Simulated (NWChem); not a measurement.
System: GeH₄TeS; SMILES [GeH3][Te]S

NWChem input:

```
start job
memory heap 200 mb stack 900 mb global 1100 mb
geometry units angstroms noautoz
  Te    -0.706734     0.633183    -0.087184
  S      1.482104     1.664557     0.141675
  H      1.756381     1.741625    -1.180843
  Ge     0.224233    -1.763893    -0.027776
  H      0.975985    -1.988382     1.293143
  H     -0.982570    -2.716677    -0.130497
  H      1.169690    -1.974246    -1.222254
end
basis spherical
  * library def2-svp
end
ecp
  Te library def2-ecp
end
dft
  xc xctpssh
  iterations 150
  mulliken
end
task dft energy
```

Output (shortened):

```
             Northwest Computational Chemistry Package (NWChem) 7.3.0
             --------------------------------------------------------

 C1  symmetry detected

                             Geometry "geometry" -> ""
                             -------------------------

 Output coordinates in angstroms (scale by  1.889725989 to convert to a.u.)

  No.       Tag          Charge          X              Y              Z
 ---- ---------------- ---------- -------------- -------------- --------------
    1 Te                  52.0000    -0.66160309     0.66932833     0.00534369
    2 S                   16.0000     1.56625131     1.63978890     0.04997103
    3 H                    1.0000     1.73492381     1.70287546    -1.29084622
    4 Ge                  32.0000     0.20446467    -1.75268075     0.00627504
    5 H                    1.0000     1.05387384    -1.99199838     1.26388568
    6 H                    1.0000    -1.03258129    -2.67161361     0.00772874
    7 H                    1.0000     1.04425414    -1.99517515    -1.25897795

 Effective nuclear repulsion energy (a.u.)     681.9246196847

                                 NWChem DFT Module
                                 -----------------

 Summary of "ao basis" -> "ao basis" (spherical)
 ------------------------------------------------------------------------------
       Tag                 Description            Shells   Functions and Types
 ---------------- ------------------------------  ------  ---------------------
 Te                         def2-svp                10       26   4s4p2d
 S                          def2-svp                 8       18   4s3p1d
 H                          def2-svp                 3        5   2s1p
 Ge                         def2-svp                12       32   5s4p3d

            General Information
            -------------------
          SCF calculation type: DFT
          Wavefunction type:  closed shell.
          No. of atoms     :     7
          No. of electrons :    76
           Alpha electrons :    38
            Beta electrons :    38
          Charge           :     0
          Spin multiplicity:     1
          Use of symmetry is: off; symmetry adaption is: off
          Maximum number of iterations: 150
          AO basis - number of functions:    96
                     number of shells:    42
          Convergence on energy requested:  1.00D-06
          Convergence on density requested:  1.00D-05
          Convergence on gradient requested:  5.00D-04

              XC Information
              --------------
                  TPSS hybrid Method XC Functional
                     Hartree-Fock (Exact) Exchange  0.100
                  TPSS metaGGA Exchange Functional  0.900
             TPSS03 metaGGA Correlation Functional  1.000

             Grid Information
             ----------------
          Grid used for XC integration:  medium
          Radial quadrature: Mura-Knowles
          Angular quadrature: Lebedev.
          Tag              B.-S. Rad. Rad. Pts. Rad. Cut. Ang. Pts.
          ---              ---------- --------- --------- ---------
          Te                  1.40      123          10.0       590
          S                   1.00       88          12.0       590
          H                   0.35       45          13.0       434
          Ge                  1.25      112          11.0       590
          Grid pruning is: on
          Number of quadrature shells:   503
          Spatial weights used:  Erf1

      Superposition of Atomic Density Guess
      -------------------------------------

 Sum of atomic energies:       -2785.61164325

      Non-variational initial energy
      ------------------------------

 Total energy =   -2741.982370
 1-e energy   =   -4675.181054
 2-e energy   =    1551.339782
 HOMO         =      -0.238036
 LUMO         =      -0.041973

     ---------------------------------------------
      Total Density - Mulliken Population Analysis
     ---------------------------------------------

    Atom       Charge   Shell Charges
 -----------   ------   -------------------------------------------------------
    1 Te  24    24.06   1.77  0.27  1.20  0.65  2.88  3.15  2.02  2.04  9.84  0.22
    2 S   16    16.33   2.00  1.99  1.20  0.66  5.94  1.72  2.78  0.03
    3 H    1     0.81   0.59  0.19  0.03
    4 Ge  32    31.61   2.00  2.00  2.00  1.06  0.27  6.00  5.98  1.16  1.06  8.13  1.81  0.14
    5 H    1     1.07   0.68  0.38  0.01
    6 H    1     1.07   0.67  0.38  0.01
    7 H    1     1.07   0.68  0.38  0.01

   convergence    iter        energy       DeltaE   RMS-Dens  Diis-err
 ---------------- ----- ----------------- --------- --------- ---------
 d= 0,ls=0.0,diis     1  -2745.1197643430 -3.13D+03  9.76D-03  2.87D-01
 d= 0,ls=0.0,diis     2  -2745.1451099115 -2.53D-02  5.03D-03  9.34D-02
 d= 0,ls=0.0,diis     3  -2745.1589554567 -1.38D-02  2.11D-03  2.04D-02
 d= 0,ls=0.0,diis     4  -2745.1624183397 -3.46D-03  5.66D-04  3.64D-03
 d= 0,ls=0.0,diis     5  -2745.1628192742 -4.01D-04  1.56D-04  9.54D-05
  Resetting Diis
 d= 0,ls=0.0,diis     6  -2745.1628342247 -1.50D-05  5.81D-05  2.26D-05
 d= 0,ls=0.0,diis     7  -2745.1628379338 -3.71D-06  2.57D-05  1.13D-06
 d= 0,ls=0.0,diis     8  -2745.1628377846  1.49D-07  1.56D-05  2.39D-06
 d= 0,ls=0.0,diis     9  -2745.1628381012 -3.17D-07  2.37D-06  2.68D-08

         Total DFT energy =    -2745.162838101177
      One electron energy =    -4675.436588226603
           Coulomb energy =     1675.296439995177
    Exchange-Corr. energy =     -126.881592331951
 Nuclear repulsion energy =      381.858902462200

 Numeric. integr. density =       75.999959234005

                       DFT Final Molecular Orbital Analysis
                       ------------------------------------

[...]
```

Level: TPSSh/def2-SVP with def2 effective core potentials on Te. All runs use the structure optimised with PBE0/def2-SVP. def2 effective core potentials on Te; no spin-orbit coupling.
